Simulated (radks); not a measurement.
Initial-state core-level shifts of the arsenic ion As+ when its valence configuration changes from [Ar] 3d10 4s2 4p2. Calculated with a radial shooting solver on a logarithmic mesh with Libxc functionals: scalar-relativistic Kohn-Sham, PBE, spin-polarised, spherical densities, finite nucleus; open shells are filled with parallel spins first; Fermi nuclear charge, rms radius 4.0968 fm. Shifts are changes of the shell-averaged eigenvalues in eV (positive: less bound); the change of the density at the nucleus, which sets a Mossbauer isomer shift, is in e/bohr^3, on a base of 3.601e+04.

3d10 4s1 4p3: 1s -1.241; 2s -1.208; 2p -1.201; 3s -1.273; density at nucleus -24.035
3d10 4s1.5 4p2.5: 1s -0.662; 2s -0.642; 2p -0.639; 3s -0.673; density at nucleus -11.841
3d9.5 4s2 4p2.5: 1s -6.508; 2s -7.172; 2p -7.117; 3s -5.837; density at nucleus +6.734
3d9 4s1 4p4: 1s -14.841; 2s -16.181; 2p -16.064; 3s -13.355; density at nucleus -13.377
3d10 4p4: 1s -3.401; 2s -3.290; 2p -3.282; 3s -3.368; density at nucleus -48.605
3d8 4s1 4p5: 1s -29.137; 2s -32.015; 2p -31.785; 3s -25.617; density at nucleus -1.538
3d9 4s2 4p3: 1s -13.208; 2s -14.582; 2p -14.471; 3s -11.739; density at nucleus +13.757
3d8 4s2 4p4: 1s -27.618; 2s -30.516; 2p -30.295; 3s -24.118; density at nucleus +28.487
3d9 4p5: 1s -16.674; 2s -17.958; 2p -17.835; 3s -15.149; density at nucleus -41.651
